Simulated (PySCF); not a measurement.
Species: C3H8OSi.
Geometry (PBE0-D3(BJ)/def2-SVP, Å), atoms numbered from 1 in this order:
```xyz
13
C3H8OSi angstrom
C     -2.2420    0.1129    0.3453
C     -0.7589    0.1165    0.1753
C     -0.0788   -0.8597   -0.4365
O      1.2577   -0.9180   -0.6247
Si     2.3873    0.2436   -0.1850
H     -2.7073    0.9926   -0.1303
H     -2.5281    0.1408    1.4102
H     -2.6954   -0.7860   -0.0992
H     -0.2103    0.9760    0.5822
H     -0.5880   -1.7361   -0.8542
H      3.6940   -0.2846   -0.6550
H      2.0779    1.5483   -0.8431
H      2.3998    0.4320    1.2967
```

Level: PBE0/pcSseg-1 and B3LYP/def2-SVPD in PySCF, non-relativistic, on one gas-phase PBE0-D3(BJ)/def2-SVP geometry that isn't relaxed in the solvent. The solvent is an IEF-PCM continuum (cavity from Bondi-type radii × 1.2). The model holds no explicit solvent molecules, cavitation or dispersion.

Gas phase at PBE0/pcSseg-1: HOMO -6.58 eV, LUMO 0.45 eV, dipole 0.81 D.

**Question.** What does the continuum do to the energy, the frontier levels and the dipole at PBE0/pcSseg-1 in cyclohexane and dichloromethane?

**Answer.** 
```tsv
solvent	ε	E(solvent) − E(gas) (kcal/mol)	polarisation term (kcal/mol)	distortion of the solute (kcal/mol)	HOMO (eV)	LUMO (eV)	dipole (D)
cyclohexane	2.017	-0.83	-0.86	0.03	-6.57	0.50	0.91
dichloromethane	8.93	-1.85	-2.01	0.16	-6.59	0.53	1.04
```

Polarisation term: ½ Σ q·V over the induced surface charges. Distortion: the rise of the solute's own energy as its density leaves the gas-phase optimum. From cyclohexane to dichloromethane the lowering changes by a factor 2.24, Onsager's factor (ε − 1)/(2ε + 1) by 2.08 and ε itself by 4.4.

**Question.** Give the dipole vector in the frame of the coordinates (D, pointing from negative to positive charge), gas and dichloromethane.

**Answer.** Gas (-0.30, 0.66, 0.35), solvent (-0.42, 0.84, 0.46). Its length changes by +28 % and its direction by 2°.

**Question.** Which Hirshfeld charges (PBE0/pcSseg-1) respond most in cyclohexane (means over atoms taken as equivalent)?

**Answer.** 
```
   atoms                    environment  gas (e)  solvent (e)  change
      O4             silyl ether oxygen   -0.205       -0.209  -0.004
      C3  vinylic carbon bearing oxygen   +0.019       +0.016  -0.003
     H10               vinylic hydrogen   +0.050       +0.051  +0.001
      H9               vinylic hydrogen   +0.036       +0.038  +0.002
H6/H7/H8                methyl hydrogen   +0.043       +0.044  +0.001
      C2               alkene CH carbon   -0.082       -0.083  -0.001
```

**Question.** How do the nuclear quadrupole coupling constants eQVzz/h respond in cyclohexane?

**Answer.** 
| nucleus | Q (barn) | gas (MHz) | solvent (MHz) | η gas | η solvent |
| --- | --- | --- | --- | --- | --- |
| 17O at O4 | -0.0256 | -9.65 | -9.62 | 0.20 | 0.20 |

Gas phase at B3LYP/def2-SVPD: HOMO -6.40 eV, LUMO 0.02 eV, dipole 0.76 D.

**Question.** What does the continuum do to the energy, the frontier levels and the dipole at B3LYP/def2-SVPD in cyclohexane?

**Answer.** 
```tsv
solvent	ε	E(solvent) − E(gas) (kcal/mol)	polarisation term (kcal/mol)	distortion of the solute (kcal/mol)	HOMO (eV)	LUMO (eV)	dipole (D)
cyclohexane	2.017	-0.68	-0.71	0.03	-6.37	0.08	0.86
```

**Question.** How does the static polarisability (B3LYP/def2-SVPD, frozen core, with the continuum's full static response) change?

**Answer.** 
| medium | isotropic (au) | principal values (au) | ⟨r²⟩ of the electrons (bohr²) |
| --- | --- | --- | --- |
| gas | 70.2 | 56.0, 64.8, 89.8 | 763.5 |
| cyclohexane | 78.0 | 62.5, 72.7, 98.8 | 763.2 |

The isotropic value in cyclohexane is 1.11 times the gas-phase one; no cavity-field correction is applied. ⟨r²⟩ is taken about the centre of nuclear charge.
